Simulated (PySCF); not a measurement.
A structure optimised at ωB97X-D3(BJ)/def2-TZVP, used in a PySCF frequency run:

```xyz
3

Ti     0.0000     0.0000     0.3788
O      0.0000    -1.3553    -0.5208
O      0.0000     1.3553    -0.5208
```
Charge 0, spin multiplicity 1.

Write its SMILES, formula and point group.

[O]=[Ti]=[O], O2Ti, C2v

What are its rotational constants (standard atomic weights)?

32.561, 8.5979, 6.8018 GHz
